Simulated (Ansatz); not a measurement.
Name a neutral molecule of Au, C, O and H with LUMO energy (ωB97M-V/def2-TZVPP) between 0.20 and 0.50 eV and size of the dipole moment (PBE/def2-TZVPP) between 5.45 and 5.75 D (Ansatz, PBE0-D4/def2-TZVP geometry).

`C[O][Au-][OH2+]` (0.43 eV, 5.57 D). Other molecules can fit too; these were computed, each in one conformer that needn't be the lowest.
